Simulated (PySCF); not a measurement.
**How methods differ on the excitation energy of Pb**

Pb [Xe] 4f14 5d10 6s2 6p2 (3P) → Pb [Xe] 4f14 5d10 6s1 6p3 (5S), as a difference of total energies. Computed with PySCF 2.14 in cc-pwCVTZ-PP with ECP60MDF, with a scalar-relativistic core potential. Correlated levels: valence: 5s2 5p6 5d10 frozen; valence and next inner shell: nothing frozen outside the core potential. The calculations carry no spin-orbit coupling.

```json
{"method": "UHF", "excitation energy (eV)": "4.709"}
{"method": "LDA", "excitation energy (eV)": "7.255"}
{"method": "PBE", "excitation energy (eV)": "6.971"}
{"method": "PBE0", "excitation energy (eV)": "6.557"}
{"method": "r2SCAN", "excitation energy (eV)": "6.437"}
{"method": "LC-wPBE", "excitation energy (eV)": "6.203"}
{"method": "M06-L", "excitation energy (eV)": "7.149"}
{"method": "wB97X", "excitation energy (eV)": "7.230"}
{"method": "SCS-MP2 (valence)", "excitation energy (eV)": "5.671"}
{"method": "MP2 (valence and next inner shell)", "excitation energy (eV)": "6.592"}
{"method": "SCS-MP2 (valence and next inner shell)", "excitation energy (eV)": "6.707"}
```

**Question.** Estimate what MP2 (valence) gives.

**Answer.** 5.374 eV, closest to SCS-MP2 (valence) among the rows shown.

**Question.** Estimate what TPSS gives.

**Answer.** 6.820 eV, closest to SCS-MP2 (valence and next inner shell) among the rows shown.

Spin-orbit coupling is strong in these open shells (close to jj coupling). The scalar numbers leave it out and a first-order estimate fails, so it can dominate the gap to the real levels.
